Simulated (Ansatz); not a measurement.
CH4OSi, SMILES `C[SiH]=O` (charge 0, multiplicity 1).

Level of theory: frozen-core CCSD(T)/cc-pVQZ // B3LYP-D3(BJ)/def2-TZVP (Ansatz, a first-principles code).

Ansatz 0.2 input:
```yaml
crystal:
  periodic: [false, false, false]
  atoms:
    - { symbol: C, position_ang: [-0.837895, -0.015939, 0.002011] }
    - { symbol: Si, position_ang: [1.013104, 0.082332, -0.024029] }
    - { symbol: O, position_ang: [1.8466, 1.292104, -0.417721] }
    - { symbol: H, position_ang: [-1.177857, -0.825327, -0.650412] }
    - { symbol: H, position_ang: [-1.183902, -0.253737, 1.0121] }
    - { symbol: H, position_ang: [-1.288151, 0.92143, -0.32109] }
    - { symbol: H, position_ang: [1.628101, -1.200864, 0.399141] }
basis:
  gaussian: { orbitals: cc-pVQZ }
correlation:
  method: ccsd_t
```

Output:

```
Functional definition: HF
1689 factors; integrals over basis functions are off by at most 9.6e-4 eV
mean field evaluation 1: about -10989.9120 eV, gradient 5.1e1 eV
mean field evaluation 2: about -10989.9132 eV, gradient 5.1e1 eV
mean field evaluation 4: about -10995.1231 eV, gradient 4.9e0 eV
mean field evaluation 8: about -10995.2029 eV, gradient 3.5e-1 eV
mean field evaluation 16: about -10995.1205 eV, gradient 4.9e0 eV
mean field -10995.20411469 eV, -404.0662983978 hartree, gradient 4.2e-6 eV, S^2 0.000000; 0 other end points of the search recorded, 0 dependent functions left out
7 core orbitals not correlated
reference -10995.20411469 eV, -404.0662983978 hartree; 9, 9 occupied and 273, 273 virtual orbitals, 1689 factors
second order -15.63608251 eV of doubles, -0.00000000 eV of singles
cycle   1  -15.46925169 eV  change    1.7e-1 eV  update   1.1e-1
cycle   2  -15.88374291 eV  change   -4.1e-1 eV  update   4.3e-2
cycle   3  -16.02696167 eV  change   -1.4e-1 eV  update   2.1e-2
cycle   4  -16.01514411 eV  change    1.2e-2 eV  update   6.4e-3
cycle   5  -16.01305071 eV  change    2.1e-3 eV  update   3.0e-3
cycle   6  -16.01422488 eV  change   -1.2e-3 eV  update   1.1e-3
cycle   7  -16.01390548 eV  change    3.2e-4 eV  update   4.4e-4
cycle   8  -16.01385333 eV  change    5.2e-5 eV  update   1.5e-4
cycle   9  -16.01394404 eV  change   -9.1e-5 eV  update   5.4e-5
cycle  10  -16.01395366 eV  change   -9.6e-6 eV  update   2.0e-5
perturbative correction -0.70509675 eV, -0.0259118278 hartree
Total energy: -11011.92316510 eV, -404.6807121679 hartree
```
